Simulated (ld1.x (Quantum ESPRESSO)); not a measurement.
# technetium (Tc): one change to a TM potential, before and after

technetium, norm-conserving Troullier–Martins (Kleinman–Bylander form), made with ld1.x (Quantum ESPRESSO) 7.5 (BLYP, scalar-relativistic). Core [Ar] 3d10 4s2, reference 4p6 4d5 5s2 5p0. Waves: 5s (bound): rc 2.80 bohr; 4d (bound): rc 2.15 bohr; 4p (bound): rc 1.65 bohr. Local part: the p channel. Core correction: none.

All-electron outer shells of the reference configuration (BLYP, scalar-relativistic, ld1.x):

```csv
shell,level (eV),outermost node (bohr),outermost maximum (bohr)
3d,-249.77,–,0.31
4s,-73.21,0.50,0.95
4p,-45.15,0.51,1.03
4d,-6.49,0.50,1.27
5s,-4.96,1.28,2.72
5p,-1.34,1.45,3.72
```

Change: wave 4p (bound): rc 1.65 bohr becomes 4p (bound): rc 1.28 bohr.

Cutoffs: the cutoffs (Ry, on a coarse ladder) from which the occupation-weighted sum of valence levels, in a spherical-Bessel basis at the reference potential, stays within 10 and 1 mRy of its value at 400 Ry; they do not see the model core or the augmentation charge, which bear on the density cutoff. Errors are all-electron minus pseudo energies relative to the spin-unpolarised reference configuration.

Q: How do hardness, ghosts and transferability respond?

A: The potential gets harder (45 Ry and 60 Ry → 90 Ry and 140 Ry); both files keep a bound ghost (s); the number of tests that count goes from 7 to 6; of the 6 tests that both files solve, the error grows in 2 and shrinks in 2 by more than 15 % and 0.3 meV (median size 46.2 → 14.7 meV); the range in which the p phases agree widens (upper end -0.1 → 4.1). A smaller radius makes the pseudo-wave follow the all-electron one further in, where it bends more sharply, so more plane waves are needed.

```csv
quantity,base,changed
"cutoff, loose",45 Ry,90 Ry
"cutoff, tight",60 Ry,140 Ry
loose cutoff by channel (10 mRy a level),"s 6 Ry, d 35 Ry, p 25 Ry","s 6 Ry, d 35 Ry, p 55 Ry"
bound ghosts,s,s
"tests counted (converged, no solver errors)",7 of 7,6 of 7
"error for 4p6 4d5 5s1 5p0, meV [ΔE 8.12 eV]",-4.0,-5.1
"error for 4p6 4d5 5s0 5p0, meV [ΔE 23.09 eV]",-17,-18
"error for 4p6 4d4 5s0 5p0, meV [ΔE 51.70 eV]",+75,+70
"error for 4p6 4d5 5s0 5p1, meV [ΔE 12.72 eV]",+97,+12
"error for 4p6 4d4 5s2 5p1, meV [ΔE 6.52 eV]",+99,+6.5
"error for 4p6 4d4 5s2 5p0, meV [ΔE 11.46 eV]",-11,-39
s: phases at 3.06 bohr within 0.05 rad from the reference energy up to (Ry; the scan ends near 5),n/a,3.1
p: phases at 3.06 bohr within 0.05 rad from the reference energy up to (Ry; the scan ends near 5),-0.1,4.1
d: phases at 3.06 bohr within 0.05 rad from the reference energy up to (Ry; the scan ends near 5),to the end of the scan,to the end of the scan
```

Base: ld1.x printed “convergence not achieved” for 4 of the counted tests; their residual had stalled under 1e-8, short of the target of 1e-14. Changed file: Tests not counted: 4p6 4d5 5s1.5 5p0 (pseudo-atom not self-consistent, printed error -1.4 meV). ld1.x printed “convergence not achieved” for 3 of the counted tests; their residual had stalled under 1e-8, short of the target of 1e-14. A true bound ghost makes a file unfit for plane-wave use even where its test errors are small: the radial tests pick states by their node count and pass the ghost by.
